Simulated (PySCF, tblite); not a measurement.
A complex of fluorosilane and hydrogen cyanide

A gas-phase complex of fluorosilane and hydrogen cyanide; neutral, singlet. The structure comes from a short search (6 tight-binding starts) and was relaxed by PBE0-D3(BJ)/def2-TZVPD; another way of binding may lie lower. No frequency run checks that it is a minimum.

| part | name | SMILES | atoms | charge | multiplicity |
| --- | --- | --- | --- | --- | --- |
| 1 | fluorosilane | F[SiH3] | 1–5 | 0 | 1 |
| 2 | hydrogen cyanide | C#N | 6–8 | 0 | 1 |

```tsv
atom	part	x (Å)	y (Å)	z (Å)
Si1	1	-0.184	0.100	-0.006
F2	1	1.377	0.277	0.352
H3	1	-0.682	1.407	-0.489
H4	1	-0.287	-0.937	-1.057
H5	1	-0.882	-0.319	1.230
C6	2	4.471	0.888	0.611
N7	2	5.576	1.188	0.645
H8	2	3.436	0.611	0.577
```

```json
{"contact": "H8···F2", "kind (by geometry)": "C–H hydrogen bond", "distance (Å)": "2.098", "angle (°)": "173"}
```

Interaction energies are complex less parts, with the parts frozen as they stand in it; counterpoise-corrected, in kcal/mol (PySCF). The CCSD(T) estimate is Hartree-Fock/aug-cc-pVQZ, plus the MP2 correlation part extrapolated as X⁻³ from aug-cc-pVTZ and aug-cc-pVQZ, plus CCSD(T) less MP2 in aug-cc-pVDZ; noble-gas cores are frozen. It isn't the exact limit.

```csv
level,interaction,superposition error removed
Hartree-Fock/aug-cc-pVQZ,-2.88,-
wB97M-D3(BJ)/def2-TZVPD,-3.06,-0.09
PBE0-D3(BJ)/def2-TZVPD,-3.27,-0.10
MP2/aug-cc-pVQZ,-3.07,-0.23
```

Problem. What does CCSD(T) at its estimated basis limit give, and which of these levels comes nearest?

Solution. -3.19 kcal/mol. wB97M-D3(BJ)/def2-TZVPD and PBE0-D3(BJ)/def2-TZVPD and MP2/aug-cc-pVQZ come equally near, within the error of the estimate; the errors are Hartree-Fock/aug-cc-pVQZ +0.31, wB97M-D3(BJ)/def2-TZVPD +0.13, PBE0-D3(BJ)/def2-TZVPD -0.08, MP2/aug-cc-pVQZ +0.12.

Problem. What holds them together? Decompose the wB97M-D3(BJ)/def2-TZVPD energy: frozen parts, their antisymmetrised product, then relaxation.

Solution. electrostatic -3.8, Pauli repulsion +2.4, orbital relaxation -1.2, dispersion correction -0.5 kcal/mol, which sum to the value before the counterpoise correction; the Pauli term holds the exchange-correlation of the frozen density too. Of the attraction, 69 % is electrostatic, 22 % is orbital relaxation, 9 % is dispersion correction.

The parts were also relaxed and run alone, at the levels used for the complex: shieldings by PBE0/pcSseg-2; core levels by delta-SCF with SCAN, pcX-2 on the ionised atom and pcseg-1 elsewhere, spin-free X2C.

Problem. What does binding change?

Solution. 
| property | alone | in the complex | change |
| --- | --- | --- | --- |
| C6–H8 bond (Å) | 1.069 | 1.072 | +0.004 |
| shielding of H8 (ppm) | 29.01 | 28.15 | -0.86 |
| shielding of F2 (ppm) | 411.5 | 408.8 | -2.7 |
| shielding of C6 (ppm) | 71.5 | 68.7 | -2.8 |
| F2 1s core level (eV) | 692.72 | 693.34 | +0.62 |
| C6 1s core level (eV) | 293.41 | 292.85 | -0.57 |
| N7 1s core level (eV) | 406.64 | 406.11 | -0.53 |

The core-hole states of C6, N7 are spin-contaminated (⟨S²⟩ 0.84, 0.83 against 0.75 for a pure doublet), so those values and differences from them are less sure.

The 5 runs behind this took 7.8 min in all, one thread each of Intel Xeon Platinum 8259CL on a shared host, launched as `OMP_NUM_THREADS=1 python cluster_run.py task.json out`.
